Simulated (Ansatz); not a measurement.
The same group exchange along the group O, S, Se.

Program: Ansatz. Geometries: PBE0-D4/def2-TZVP. ΔE: electronic, gas phase. CCSD(T)/CBS is the MP2 limit (def2-TZVPP, def2-QZVPP) plus CCSD(T) − MP2 in def2-TZVPP, frozen cores. This one scheme is used for every species. DFT in def2-TZVPP. For Se outer-core shells are correlated without core-valence functions, which leaves a few kJ/mol of doubt a bond. Scalar relativity is left out up to krypton. Each species was taken in one conformer, which may not be the lowest.

| reaction | B2PLYP (eV) |
| --- | --- |
| `COB[SiH3]` + `BF` → `FBB[SiH3]` + CH₃OH | 1.74 |
| `CSB[SiH3]` + `BF` → `FBB[SiH3]` + CH₃SH | 1.36 |
| `C[Se]B[SiH3]` + `BF` → `FBB[SiH3]` + `C[SeH]` | 1.28 |

**Question.** Give the CCSD(T)/CBS values in the same order. (An estimate is asked.)

**Answer.** Ansatz gave: 1.69, 1.37, 1.34 eV.

Largest T1 diagnostic: 0.015, for `CSB[SiH3]`.
